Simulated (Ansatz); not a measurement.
Input for Ansatz (an electronic-structure program): R-B3LYP/def2-TZVPPD on HI (SMILES I) with ghost functions, monomers drawn apart or pushed together. Elements past Kr take the def2 small-core potentials; no spin–orbit coupling. Files ending in .json are basis or fitting sets from the Basis Set Exchange.

Ansatz 0.2 input:
```yaml
crystal:
  periodic: [false, false, false]
  atoms:
    - {symbol: I, position_ang: [0.38013599, -1.92200910, 4.89307004]}
    - {symbol: H, position_ang: [0.34143679, -0.44977754, 5.55962238]}
basis:
  gaussian:
    orbitals: def2-TZVPPD.json
    ghost_atoms:
      - {symbol: F, position_ang: [-0.07014391, 0.47503342, -0.24116469]}
      - {symbol: H, position_ang: [0.00476218, 0.03463117, 0.57653190]}
hamiltonian:
  xc: {name: B3LYP}
scf: {lower_state_search: off}
```

Output:

```
WARN ansatz: RAYON_NUM_THREADS=1 ignored (pool sized by the plan → 1); use --threads N
Functional definition: B3LYP
these checks for a lower state are left out or cut short: stability, starts, cluster_reference, orbital_swaps, neighbouring_geometries, increment
integrals: 0.03 GiB planned
746 factors; their error is unknown
mean field: 0.33 GiB planned
mean field evaluation 1: about -8119.7807 eV, gradient 4.7e0 eV
mean field evaluation 2: about -8119.8110 eV, gradient 4.8e0 eV
mean field evaluation 4: about -8119.8486 eV, gradient 3.2e-1 eV
mean field evaluation 8: about -8120.0434 eV, gradient 3.7e-2 eV
mean field evaluation 16: about -8120.0434 eV, gradient 4.7e-6 eV
mean field -8120.04343812 eV, -298.4060923877 hartree, gradient 4.7e-6 eV, S^2 0.000000; 0 other end points of the search recorded, 0 dependent functions left out
reference -8120.04363532 eV, -298.4060996347 hartree; 13, 13 occupied and 120, 120 virtual orbitals, 746 factors
Total energy: -8120.04363532 eV, -298.4060996347 hartree
Checks for a lower state left out: stability, starts, cluster_reference, orbital_swaps, neighbouring_geometries, increment
```

The run converged.

Cost: about 1.5 core-seconds (a rough figure).
